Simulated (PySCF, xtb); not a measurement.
Be(H)(OMe) (CH4BeO), SMILES [O](C)[BeH].

Harmonic wavenumbers (cm⁻¹) from xtb with GFN2-xTB at its own minimum, in rising order: 228, 228, 425, 425, 901, 1159, 1160, 1385, 1455, 1489, 1490, 2145, 2905, 2906, 2931.

Problem. What does r2SCAN-D4/def2-TZVP (PySCF 2.14.0) give at its own minimum? (Estimate from the structure and the level; the computed values follow.)

Solution. 93, 93, 548, 548, 909, 1196, 1196, 1422, 1497, 1497, 1512, 2169, 2996, 3063, 3063. Paired by order, the mean absolute difference is 74 cm⁻¹ and the zero-point energies are 30.4 and 31.2 kcal/mol.
